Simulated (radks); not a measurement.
All-electron atom: Ho13+ in [Kr] 4d10 4f6 5s2. All-electron calculation, Dirac Kohn-Sham, BLYP, spin-unpolarised, spherical densities, finite nucleus; open shells fill j = l - 1/2 first; Fermi nuclear charge, rms radius 5.2022 fm. Program: a radial shooting solver on a logarithmic mesh with Libxc functionals.

Unscreened Slater integrals over Kohn-Sham orbitals (eV). Large and small components are both included. Empty in this configuration: 4f7/2.

| integral | value |
|---|---|
| F0(4f5/2,4f5/2) | 39.648 |
| F2(4f5/2,4f5/2) | 19.894 |
| F4(4f5/2,4f5/2) | 12.713 |
| F0(4f5/2,5s1/2) | 26.960 |
| G3(4f5/2,5s1/2) | 3.9745 |
| F0(4f5/2,4d5/2) | 40.771 |
| F2(4f5/2,4d5/2) | 20.266 |
| F4(4f5/2,4d5/2) | 13.122 |
| G1(4f5/2,4d5/2) | 23.359 |
| G3(4f5/2,4d5/2) | 15.068 |
| G5(4f5/2,4d5/2) | 10.768 |
| F0(4f5/2,4d3/2) | 41.088 |
| F2(4f5/2,4d3/2) | 20.425 |
| G1(4f5/2,4d3/2) | 23.695 |
| G3(4f5/2,4d3/2) | 15.251 |
| F0(4f5/2,4f7/2) | 39.503 |
| F2(4f5/2,4f7/2) | 19.831 |
| F4(4f5/2,4f7/2) | 12.675 |
| G2(4f5/2,4f7/2) | 19.769 |
| G4(4f5/2,4f7/2) | 12.637 |
| G6(4f5/2,4f7/2) | 9.1612 |
| F0(5s1/2,5s1/2) | 22.797 |
| F0(5s1/2,4d5/2) | 27.398 |
| G2(5s1/2,4d5/2) | 3.2042 |
| F0(5s1/2,4d3/2) | 27.479 |
| G2(5s1/2,4d3/2) | 3.0946 |
| F0(5s1/2,4f7/2) | 26.919 |
| G3(5s1/2,4f7/2) | 4.0258 |
| F0(4d5/2,4d5/2) | 42.366 |
| F2(4d5/2,4d5/2) | 21.628 |
| F4(4d5/2,4d5/2) | 14.537 |
| F0(4d5/2,4d3/2) | 42.706 |
| F2(4d5/2,4d3/2) | 21.777 |
| G2(4d5/2,4d3/2) | 21.722 |
| G4(4d5/2,4d3/2) | 14.602 |
| F0(4d5/2,4f7/2) | 40.618 |
| F2(4d5/2,4f7/2) | 20.211 |
| F4(4d5/2,4f7/2) | 13.092 |
| G1(4d5/2,4f7/2) | 23.366 |
| G3(4d5/2,4f7/2) | 15.067 |
| G5(4d5/2,4f7/2) | 10.767 |
| F0(4d3/2,4d3/2) | 43.057 |
| F2(4d3/2,4d3/2) | 21.944 |
| F0(4d3/2,4f7/2) | 40.931 |
| F2(4d3/2,4f7/2) | 20.365 |
| G3(4d3/2,4f7/2) | 15.190 |
| G5(4d3/2,4f7/2) | 10.845 |
| F0(4f7/2,4f7/2) | 39.359 |
| F2(4f7/2,4f7/2) | 19.769 |
| F4(4f7/2,4f7/2) | 12.637 |
| F6(4f7/2,4f7/2) | 9.1615 |
